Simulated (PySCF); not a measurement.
F2Mg, singlet, geometry from GFN2-xTB (such geometries of metal compounds can be far from the true shape). Base run: HF/STO-3G (PySCF).

Here is a job for PySCF.
```python
from pyscf import gto, scf

mol = gto.Mole()
mol.atom = '''
    Mg    0.40305854   -0.05533096   -0.13647722
    F    -0.45725792    1.18552207   -0.93154954
    F    -0.08015346   -1.11174745    1.11351917
'''
mol.basis = 'sto-3g'
mol.verbose = 4
mol.build()

mf = scf.RHF(mol)
mf.kernel()
```

Variants of this job, named by their change:

| change | ΔE vs base (mEh) | SCF cycles |
|---|---|---|
| base | 0.000 | 8 |
| conv_tol = 1e-11 | 0.000 | 9 |
| diis_space = 20 | 0.000 | 8 |
| conv_tol = 1e-4 | 0.000 | 5 |
| level_shift = 1.0 (with mf.max_cycle = 100) | 0.000 | 19 |
| init_guess = mod_huckel | 0.000 | 8 |
| conv_tol = 1e-12 | 0.000 | 10 |
| damp = 0.5; diis_start_cycle = 5 | 0.000 | 11 |
| solver = newton | 0.000 | - |
| level_shift = 0.1 (with mf.max_cycle = 100) | 0.000 | 9 |
| conv_tol_grad = 1e-7 | 0.000 | 10 |
| init_guess = 1e | 0.000 | 9 |
| diis = off; damp = 0.6 (with mf.diis_start_cycle = 200; with mf.max_cycle = 150) | 0.000 | 31 |
